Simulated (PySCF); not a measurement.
**LiZn⁺: energy against distance**

Set-up: Li x2c-SVPall, Zn x2c-SVPall; spin-free X2C with a Gaussian nucleus (PySCF 2.14). Energies in eV from Li⁺ + Zn in their ground configurations at the same level. State: ¹Σ⁺ (singlet), closed shell.

All columns are PBEsol. A positive dipole points towards Zn; it is taken about the centre of mass and depends on that origin.

```tsv
R (Å)	E (eV)	μ (D)	Mulliken charge on Li (basis-dependent)	HOMO (eV)	LUMO (eV)	Mayer bond order	⟨S²⟩
2.298	-0.466	-6.68	0.78	-12.08	-7.04	0.42	0.00
2.405	-0.549	-7.11	0.77	-11.93	-7.05	0.42	0.00
2.512	-0.593	-7.55	0.77	-11.77	-7.05	0.42	0.00
2.592	-0.608	-7.90	0.77	-11.66	-7.05	0.42	0.00
2.672	-0.611	-8.25	0.77	-11.54	-7.04	0.42	0.00
2.752	-0.604	-8.62	0.77	-11.43	-7.03	0.41	0.00
2.859	-0.585	-9.12	0.78	-11.28	-7.02	0.40	0.00
2.993	-0.550	-9.77	0.79	-11.10	-7.00	0.38	0.00
3.153	-0.499	-10.57	0.80	-10.88	-6.97	0.36	0.00
3.367	-0.426	-11.68	0.83	-10.61	-6.94	0.32	0.00
```

A fit through these points gives, at Re = 2.653 Å, μ = -8.17 D and dμ/dR = -4.48 D/Å; the reduced mass is 6.322 u.

How strong is the fundamental in the double-harmonic approximation, I = 42.26·(dμ/dR)²/μred km/mol?

I = 42.26·(-4.48)²/6.322 = 134 km/mol at PBEsol.

Closed-shell solutions of metal pairs were not tested for spin polarisation, which can lower them a little. For an ion De counts to the pair picked by the measured ionisation energies or electron affinities, which need not be the lowest pair at this level.
